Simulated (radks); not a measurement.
Results of a calculation; reference values are marked as such.
Problem. Neutral xenon, [Xe]. Level of theory: non-relativistic Kohn-Sham, exchange-only PBE, spin-polarised, spherical densities, point nucleus (a radial shooting solver on a logarithmic mesh with Libxc functionals). Every spin shell is full or empty, so the densities are truly spherical. Functionals are evaluated on that one density, not self-consistently. Rank these orbital-free kinetic functionals by their error against the exact value of the orbitals, and give that value: Thomas-Fermi, von Weizsacker, TF + vW/9, LC94, APBEK, revAPBEK, Perdew 92, Thakkar, Pearson, LKT, PG1, Ernzerhof.

Solution. Exact: 7231.32 hartree. From best to worst, with 100 (|E| - |E exact|)/|E exact| (equal figures are ties): LC94 +0.05, APBEK +0.10, revAPBEK +0.27, Ernzerhof -0.42, Thakkar -0.61, Perdew 92 -0.68, TF + vW/9 -0.69, Pearson -0.91, Thomas-Fermi -5.19, PG1 +14.60, LKT +18.61, von Weizsacker -59.48.
